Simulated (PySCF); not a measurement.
C3H6BNO, SMILES OB(C#CC)N. Heavy atoms are numbered as in [CH3:1][C:2]#[C:3][B:4]([NH2:5])[OH:6]. Hydrogens are named by the atom that carries them.

The structure is a stationary point at ωB97X-D3(BJ)/def2-SVP. The structure was generated by enumeration, and PubChem lists no compound with its InChIKey, so it may never have been made. The values are those of a single conformer.

Method: PBE/pcSseg-1 in PySCF.

GIAO shieldings, no solvent; atoms alike by connectivity are averaged. δ = σ(ref) − σ: ¹³C against TMS (σ = 182.0 ppm); ¹¹B against BF3 (σ = 83.9 ppm); ¹⁵N against NH3 (σ = 267.0 ppm); ¹⁷O against H2O (σ = 334.3 ppm); ¹H against TMS (σ = 31.49 ppm), references at their B3LYP-D3(BJ)/def2-TZVP geometries, non-relativistic.

```csv
nucleus,atoms,count,δ (ppm)
¹³C,C2,1,100.5
¹³C,C3,1,87.3
¹³C,C1 (CH3),1,8.2
¹¹B,B4,1,7.6
¹⁵N,N5 (NH2),1,84.9
¹⁷O,O6 (OH),1,131.7
¹H,H on O6,1,3.71
¹H,H on N5,2,2.87
¹H,H on C1,3,2.18
```
